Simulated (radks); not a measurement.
Q: Radial electron density D(r) = 4 pi r^2 rho(r) of an atom or ion with 36 electrons. All-electron calculation, Dirac Kohn-Sham, PW91, spin-unpolarised, spherical densities, point nucleus. Program: a radial shooting solver on a logarithmic mesh with Libxc functionals.

r (bohr)  D(r) (e/bohr)
0.003852          7.369
0.005097          11.40
0.006744          17.07
0.008852          24.27
0.01171           33.05
0.0155            41.91
0.0205            48.57
0.02713           50.60
0.0359            47.52
0.0475            43.12
0.06284           44.22
0.08315           53.26
0.11              61.27
0.1456            55.87
0.1926            41.57
0.2528            37.62
0.3345            44.71
0.4426            41.22
0.5856            23.57
0.7748            10.93
1.025             8.668
1.356             6.962
1.795             3.167
2.375            0.7509
3.142           0.09899
4.157          0.006679
5.501         0.0001654

What is the nuclear charge?

A: Z = 40. The innermost maximum, from 1s, lies near gamma/Z bohr with gamma = sqrt(1 - (Z/c)^2) = 0.956, here 0.0239 bohr (found: 0.0261), and its height grows with Z. The density is that of the zirconium ion Zr4+ in [Ar] 3d10 4s1 4p6 4d1; the configuration itself is not fixed sharply by these data, and Z only to a few units. D(r) has 3 maxima, at r = 0.0261, 0.115, 0.368 bohr, and minima at 0.0531, 0.235 bohr, inside which lie 2.07, 11.08 electrons.
